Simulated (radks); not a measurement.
Values are calculated unless marked as measured or tabulated.
These are the eigenvalues of the occupied orbitals of an atom or ion with whole-number occupations (eV). Code: a radial shooting solver on a logarithmic mesh with Libxc functionals. Model: non-relativistic Kohn-Sham, PBE, spin-polarised, spherical densities, point nucleus.

1s up: -60680.04
1s down: -60673.69
2s up: -12968.69
2s down: -12964.17
2p up: -12609.39
2p down: -12602.78
3s up: -5246.232
3s down: -5227.435
3p up: -5108.681
3p down: -5089.318

Which element is it, and in what charge state? The configuration may be excited. Open shells, if any, are filled with parallel spins first.

Answer. Z = 70, ytterbium, charge +54: Yb54+ in [Ne] 3s2 3p4. The list shows which subshells hold electrons but not how many an open one holds; the 1s level, -2230 hartree, gives Z - s = 66.8 by -(Z - s)^2/2, which with screening narrows Z to a few neighbours, and the depths of the outer levels then fix element, charge and occupations together.
